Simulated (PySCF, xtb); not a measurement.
InI2, SMILES [I][In][I], multiplicity 2.

Harmonic wavenumbers (cm⁻¹) from GFN2-xTB (xtb) at its own minimum, in rising order: 33, 146, 180.

### Question
What does B3LYP-D3(BJ)/def2-SVP (PySCF) give at its own minimum? (An estimate is asked for; the answer gives what the named calculation found.)

### Answer
37, 143, 187. Paired by order, the mean absolute difference is 5 cm⁻¹ and the zero-point energies are 0.5 and 0.5 kcal/mol.
